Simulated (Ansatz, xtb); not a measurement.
Relative energy of two isomers of C3H3BBrNS

We compare a, `Bc1csc(Br)n1`, a singlet, with b, `Bc1nc(Br)cs1`, a singlet. Both are isolated molecules in the gas phase, relaxed with B3LYP-D3(BJ)/def2-SVP; the shapes shown needn't be the lowest conformers.

a (Å):

```xyz
10

C     0.2076    1.0142    1.0402
C    -0.6408    0.6409    0.0075
C     1.3028    1.9150   -0.6641
B    -0.0424    0.6589    2.5132
Br    2.6127    2.8466   -1.6449
N     1.3140    1.7468    0.6046
S    -0.0717    1.1971   -1.5161
H    -1.0273    0.0215    2.7948
H     0.7268    1.0084    3.3689
H    -1.5635    0.0682    0.0938
```

b (Å):

```xyz
10

C     0.1738    0.6916    1.2188
C     0.6419    2.3535   -0.1613
C     0.2651    1.4278   -1.1245
B    -0.0120   -0.1163    2.5098
Br    1.2043    4.1057   -0.5887
N     0.5898    1.9454    1.1154
S    -0.1756   -0.0310   -0.3572
H    -0.4005   -1.2548    2.4430
H     0.2333    0.4003    3.5663
H     0.2397    1.5669   -2.2032
```

Quicker runs give these differences E(b) − E(a): GFN2-xTB −10.0 kJ/mol; HF/STO-3G +10.6 kJ/mol (at GFN2-xTB geometries); r2SCAN-D4/def2-SVP −10.1 kJ/mol (at GFN2-xTB geometries).

Task: Which of the two would you expect CCSD(T)/def2-SVP + ΔMP2/def2-TZVPP electronic energies to favour?

Result: Structure b; the calculation gives E(b) − E(a) = −8.8 kJ/mol.

How the difference moves with the method:

```tsv
level	geometry	E(b) − E(a) (kJ/mol)	departure from the last row (kJ/mol)	job, with rough time for the two
GFN2-xTB	GFN2-xTB	−10.0	−1.2	optimisation, 0.21 s
HF/STO-3G	GFN2-xTB	+10.6	+19.4	single point, 0.78 s
r2SCAN-D4/def2-SVP	GFN2-xTB	−10.1	−1.3	single point, 4 s
B3LYP-D3(BJ)/def2-SVP	B3LYP-D3(BJ)/def2-SVP	−7.0	+1.8	optimisation, 55 s
HF/def2-SVP	B3LYP-D3(BJ)/def2-SVP	+0.4	+9.2	part of the CCSD(T) run
MP2/def2-SVP	B3LYP-D3(BJ)/def2-SVP	−12.0	−3.2	part of the CCSD(T) run
CCSD(T)/def2-SVP	B3LYP-D3(BJ)/def2-SVP	−6.7	+2.1	single point
CCSD(T)/def2-SVP + ΔMP2/def2-TZVPP	B3LYP-D3(BJ)/def2-SVP	−8.8		single point, 68 s
```

As drawn, both hold the same kinds of bond in the same numbers.

HF/STO-3G puts the two in the other order. HF/def2-SVP finds them nearly level. The largest departure from CCSD(T)/def2-SVP + ΔMP2/def2-TZVPP is that of HF/STO-3G, 19.4 kJ/mol. The last row adds to CCSD(T) the change of the MP2 difference between the two basis sets, here −2.1 kJ/mol.

With thermal terms from frequencies at re-optimised GFN2-xTB minima (ideal gas, soft modes damped towards free rotors, one conformer each, 298.15 K, 1 atm): the zero-point term adds −0.3 kJ/mol; ΔH is −9.0 and ΔG −9.1 kJ/mol.

The correlated steps freeze 19 core orbitals; the filled d shell of Br is correlated, in a basis made for valence electrons. Run with Ansatz 0.2.0, xtb 6.7.1; the last row on 2 threads of Intel(R) Xeon(R) 6975P-C (Granite Rapids) on a shared host.
